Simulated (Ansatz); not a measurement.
WCl2, SMILES [Cl][W][Cl] (connectivity only; charge and spin as stated), neutral, multiplicity 3.

Coordinates come from a PBE0-D3(BJ)/def2-TZVP optimisation. The spin state was assumed, not searched. The def2 effective core potentials stand for the cores of W; spin–orbit coupling is left out.

Two levels are set side by side: PBE/def2-TZVPD (Ansatz, a quantum-chemistry and plane-wave program) and CAM-B3LYP/def2-TZVPD (Ansatz). Energy differences of separate SCF runs at the same geometry; the states with an electron removed or added have multiplicity 4 and 4. Differences are taken from unrounded values.

| quantity | CAM-B3LYP | PBE | PBE minus CAM-B3LYP |
|---|---|---|---|
| vertical ionisation energy (eV) | 7.94 | 7.49 | -0.45 |
| vertical electron affinity (eV) | 1.75 | 1.75 | -0.01 |
